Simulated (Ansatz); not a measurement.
Reaction (redistribution): `C[BH][GeH2][SiH3]` + `BCBN` → `B[CH2][GeH2][SiH3]` + `CBBN`

Isolated molecules relaxed with PBE0-D4/def2-TZVP in Ansatz; ΔE leaves out vibrations. CBS: MP2 limit from def2 TZ/QZ plus the TZ coupled-cluster correction, frozen cores. DFT in def2-TZVPP. For Ge outer-core shells are correlated without core-valence functions, which leaves a few kJ/mol of doubt a bond. Scalar relativity is left out up to krypton. Each species was taken in one conformer, which may not be the lowest.

`C[BH][GeH2][SiH3]`:

Cartesian coordinates in Å:
```
C -1.553 -0.469 1.586
B -0.039 -0.480 1.256
Ge 0.841 0.906 0.020
Si 0.877 -0.035 -2.177
H -1.600 -0.010 2.589
H -2.184 0.140 0.937
H -1.987 -1.465 1.708
H 0.660 -1.331 1.730
H 2.297 1.252 0.387
H 0.049 2.227 -0.078
H -0.508 -0.361 -2.614
H 1.677 -1.290 -2.190
H 1.469 0.916 -3.155
```

`BCBN`:

Z-matrix (Å, degrees):
```
C
B 1 1.588
B 1 1.539 2 103.0
H 1 1.095 2 106.0 3 117.6
H 1 1.093 2 110.4 3 -121.9
N 2 1.390 1 121.1 3 95.3
H 2 1.198 1 121.2 3 -83.1
H 3 1.200 1 120.9 2 -97.3
H 3 1.199 1 120.8 2 78.6
H 6 1.005 2 122.9 1 179.8
H 6 1.007 2 123.4 1 0.6
```

`B[CH2][GeH2][SiH3]`:

```xyz
13

B     0.440    0.643    1.476
C     1.372    1.063    0.354
Ge    0.141    0.330   -1.073
Si   -1.310   -1.431   -0.361
H     0.545   -0.442    1.979
H    -0.481    1.340    1.800
H     1.467    2.120    0.111
H     2.311    0.527    0.229
H     1.056   -0.223   -2.181
H    -0.685    1.501   -1.629
H    -0.510   -2.597    0.092
H    -2.134   -1.841   -1.530
H    -2.213   -0.991    0.732
```

`CBBN`:

Z-matrix (Å, degrees):
```
C
B 1 1.563
H 1 1.094 2 113.6
H 1 1.103 2 104.6 3 -113.8
H 1 1.092 2 116.1 3 128.9
B 2 1.676 1 124.6 3 -149.5
H 2 1.207 1 115.9 3 37.2
N 6 1.393 2 126.8 1 94.1
H 6 1.209 2 117.6 1 -85.9
H 8 1.006 6 123.0 2 179.6
H 8 1.006 6 124.0 2 0.3
```

```csv
level,ΔE (kJ/mol),difference from CCSD(T)/CBS
r2SCAN-D4,37.3,1.7
PBE0-D4,34.8,-0.8
ωB97X-V,35.0,-0.6
ωB97M-V,35.2,-0.4
B2PLYP,37.0,1.4
PBE,35.8,0.2
r2SCAN,37.6,2.0
HF/def2-TZVPP,42.2,6.6
MP2/def2-TZVPP,34.5,-1.1
SCS-MP2/def2-TZVPP,34.3,-1.3
CCSD(T)/def2-TZVPP,34.3,-1.3
HF/def2-QZVPP,42.0,6.4
SCS-MP2/def2-QZVPP,34.8,-0.8
HF/CBS(def2),41.9,6.3
MP2/CBS(def2),35.8,0.2
CCSD/CBS(def2),36.8,1.2
CCSD(T)/CBS,35.6,0
```

Largest T1 diagnostic among the species: 0.012.

In def2-TZVPP, CCSD(T) changes the Hartree–Fock value by −7.9 kJ/mol (the triples alone add −1.3 kJ/mol) and MP2 by −7.7 kJ/mol.
